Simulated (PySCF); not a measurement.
The isolated species `c1n(ncc1)[SiH3]` is ionised with Al Kα (hν = 1486.6 eV). Calculated photoelectron kinetic energies of its computed core levels, recoil neglected:

```tsv
line	kinetic energy (eV)
1	1379.02
2	1378.39
3	1196.46
4	1195.82
5	1195.46
6	1081.74
7	1080.46
```

Computed with delta-SCF UKS SCAN, pcX-2 on the ionised atom, pcseg-1 elsewhere, spin-free X2C in PySCF 2.14.0.

Problem. Convert to binding energies and name the level and atom behind each line. Numbering: `[SiH3:1][n:2]1[cH:3][cH:4][cH:5][n:6]1`.

Solution. Against the vacuum level, binding energy = hν − kinetic energy.

```json
{"line": "1", "binding energy (eV)": "107.58", "level": "Si 2p3/2", "atoms": "Si1", "environment": "SiH3 silicon"}
{"line": "2", "binding energy (eV)": "108.21", "level": "Si 2p1/2", "atoms": "Si1", "environment": "SiH3 silicon"}
{"line": "3", "binding energy (eV)": "290.14", "level": "C 1s", "atoms": "C4", "environment": "aromatic CH carbon"}
{"line": "4", "binding energy (eV)": "290.78", "level": "C 1s", "atoms": "C5", "environment": "aromatic CH next to a ring nitrogen"}
{"line": "5", "binding energy (eV)": "291.14", "level": "C 1s", "atoms": "C3", "environment": "aromatic CH next to a ring nitrogen"}
{"line": "6", "binding energy (eV)": "404.86", "level": "N 1s", "atoms": "N6", "environment": "pyridine-type nitrogen"}
{"line": "7", "binding energy (eV)": "406.14", "level": "N 1s", "atoms": "N2", "environment": "pyrrole-type nitrogen"}
```

Out of reach at this photon energy: Si 1s (1847.4 eV).

Problem. Where does line 6 move with hν = 1253.6 eV?

Solution. To 1253.6 − 404.86 = 848.74 eV; every photoline shifts by the change in photon energy, -233.0 eV.

The listed C 1s values span 1.00 eV, from C4 (bonded to 2 C (aromatic in the SMILES) and H) to C3 (bonded to N (aromatic in the SMILES), C (aromatic in the SMILES) and H). The widest gap between neighbouring values is 0.64 eV, between 290.14 and 290.78 eV.

Problem. Give the binding energy of Si 2p3/2 of Si1 in hartree and in kJ/mol.

Solution. 107.58 eV = 3.9535 Eh = 10380 kJ/mol.

Other core shells, valence and Auger electrons aren't listed. The 2p values aren't plain energy differences: one relaxed spin-free 2p hole is combined with a matrix within the shell (ground-state 2p orbital-energy differences and spin–orbit coupling). 2p3/2, the mean of its two sublevels, lies a third of the splitting below the shell's mean and 2p1/2 two thirds above it; the statistical areas are 2:1. 2p1/2 minus 2p3/2 (ligand field included): Si 0.62 eV. Isolated species at its GFN2-xTB geometry, gas phase.
